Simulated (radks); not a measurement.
Removal energies from neutral aluminium, [Ne] 3s2 3p(1/2: 1, 3/2: 0), by Delta-SCF beside the eigenvalue of the level emptied. Calculated with a radial shooting solver on a logarithmic mesh with Libxc functionals: Dirac Kohn-Sham, relativistic LDA (MacDonald-Vosko exchange, VWN5 correlation), spin-unpolarised, spherical densities, finite nucleus; Fermi nuclear charge, rms radius of each element as measured or else 0.836 A^(1/3) + 0.57 fm. Sub-shells are occupied by j as written (lower j first in brackets).

| removed from | final configuration | Delta-SCF (eV) | -eigenvalue (eV) |
|---|---|---|---|
| 3p1/2 | [Ne] 3s2 | 5.853 | 2.790 |
| 3s1/2 | [Ne] 3s1 3p(1/2: 1, 3/2: 0) | 11.648 | 7.819 |
| 2p3/2 | [He] 2s2 2p(1/2: 2, 3/2: 3) 3s2 3p(1/2: 1, 3/2: 0) | 82.707 | 69.550 |
| 2p1/2 | [He] 2s2 2p(1/2: 1, 3/2: 4) 3s2 3p(1/2: 1, 3/2: 0) | 83.188 | 69.990 |
